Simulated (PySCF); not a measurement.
PySCF 2.14 output of an unrestricted M06-2X calculation on a single atom or ion in x2c-SVPall, with scalar relativity by spin-free X2C-1e:

```
SCF conv_tol = 1e-09
number electrons alpha = 11  beta = 10
    Y. Zhao and D. G. Truhlar.,  Theor. Chem. Acc. 120, 215 (2008)
    Y. Zhao and D. G. Truhlar.,  Theor. Chem. Acc. 120, 215 (2008)
cycle= 1 E= -764.078193659706  delta_E= -0.00415  |g|= 0.0102  |ddm|= 0.379
cycle= 2 E= -764.07847233704  delta_E= -0.000279  |g|= 0.00396  |ddm|= 0.081
cycle= 3 E= -764.078543907833  delta_E= -7.16e-05  |g|= 0.00146  |ddm|= 0.0399
cycle= 4 E= -764.078566355292  delta_E= -2.24e-05  |g|= 0.000969  |ddm|= 0.0141
cycle= 5 E= -764.078588705223  delta_E= -2.23e-05  |g|= 0.000403  |ddm|= 0.0233
cycle= 6 E= -764.078592692587  delta_E= -3.99e-06  |g|= 0.000123  |ddm|= 0.0122
cycle= 7 E= -764.078592895559  delta_E= -2.03e-07  |g|= 2.96e-05  |ddm|= 0.00285
cycle= 8 E= -764.078592900379  delta_E= -4.82e-09  |g|= 4.73e-06  |ddm|= 0.000346
cycle= 9 E= -764.078592900484  delta_E= -1.05e-10  |g|= 7.15e-07  |ddm|= 8.41e-05
converged SCF energy = -764.078592900484  <S^2> = 0.75993708  2S+1 = 2.0099125
```

The run itself started from symmetry-adapted Hartree-Fock orbitals and held the occupation by maximum overlap, on a logarithmic radial grid, so the iterations belong to that start.

Task: Which element, charge and spin multiplicity is this?

Result: Sc (scandium, neutral), multiplicity 2; the state was [Ar] 3d1 4s2, 2D determinant.
